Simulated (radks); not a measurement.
Values are calculated unless marked as measured or tabulated.
Q: The table gives one normalised radial function P(r) = r R(r) (large component) of Eu42+ in [Ar] 3d3 (r in bohr). Level of theory: Dirac Kohn-Sham, PBEsol, spin-unpolarised, spherical densities, finite nucleus; open shells fill j = l - 1/2 first; Fermi nuclear charge, rms radius 5.1115 fm (a radial shooting solver on a logarithmic mesh with Libxc functionals).

r,P
0.001373,0.0001
0.001535,0.0001
0.001703,0.0001
0.001905,0.0002
0.002131,0.0003
0.002365,0.0003
0.002645,0.0004
0.002935,0.0006
0.003283,0.0007
0.003672,0.0010
0.004074,0.0012
0.004557,0.0017
0.005097,0.0022
0.005656,0.0029
0.006326,0.0038
0.007019,0.0050
0.007851,0.0067
0.008781,0.0089
0.009744,0.0116
0.0109,0.0155
0.01209,0.0202
0.01353,0.0268
0.01513,0.0356
0.01679,0.0463
0.01878,0.0611
0.021,0.0804
0.0233,0.1034
0.02607,0.1350
0.02892,0.1720
0.03235,0.2221
0.03618,0.2849
0.04015,0.3565
0.04491,0.4501
0.05023,0.5629
0.05574,0.6861
0.06234,0.8394
0.06917,1.0005
0.07737,1.1916
0.08654,1.3965
0.09603,1.5923
0.1074,1.7993
0.1192,1.9765
0.1333,2.1367
0.1491,2.2492
0.1654,2.2978
0.1851,2.2784
0.207,2.1789
0.2297,2.0166
0.2569,1.7774
0.285,1.5125
0.3188,1.2057
0.3566,0.9043
0.3957,0.6514
0.4426,0.4255
0.495,0.2554
0.5493,0.1461
0.6144,0.0723
0.6817,0.0338
0.7625,0.0132

Which n and l does it have? It may be an empty orbital.

A: n = 3, l = 2: the number of nodes gives n - l - 1 = 0, the rise at small r points to l (for j = l - 1/2 the large component starts outside the nucleus as r^gamma with gamma = sqrt(l^2 - (Z/c)^2) = 1.95 and the r^(l+1) term takes over further out; the orbital of l - 1 with the same j starts with the same power, but with a larger coefficient, and does not steepen), and the extent must fit the shell. The curve is that of 3d3/2; the two j differ most near the nucleus, where j = l - 1/2 has the larger amplitude, and in heavy atoms j = l - 1/2 is also the more compact. 3d3/2: eigenvalue -3225.0 eV, 0 radial nodes, <r> = 0.203 bohr, 90 % of the charge inside 0.311 bohr.
